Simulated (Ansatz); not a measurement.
Reactions of CH$_{7}$B$_{2}$NOSi, SMILES `O[SiH2]N1BCB1`.

Computed with Ansatz on PBE0-D4/def2-TZVP structures; ΔE is electronic, products minus reactants. CCSD(T)/CBS adds triple-zeta CCSD(T) − MP2 to the extrapolated MP2 energy (def2 sets, frozen cores). This one scheme is used for every species, atoms too. Open shells (•) are unrestricted, without spin–orbit coupling. Spin–orbit coupling would lower the free atoms: a little for B, C, O, Si. Each species was taken in one conformer, which may not be the lowest.

(1) Order these by ΔE at CCSD(T)/CBS, lowest first. (Estimate.)
A. `O[SiH2]N1BCB1` → `B[SiH]1BN1CO`
B. `O[SiH2]N1BCB1` → `BB1OCN1[SiH3]`
C. `O[SiH2]N1BCB1` → `BB[SiH](O)C=N`
D. `O[SiH2]N1BCB1` → 2 B• + C• + 7 H• + N• + O• + Si•

Largest T1 diagnostic: 0.016, for `B[SiH]1BN1CO`.

Answers

(1) B (+268.3 kJ/mol), C (+411.1 kJ/mol), A (+434.7 kJ/mol), D (+5107.7 kJ/mol).
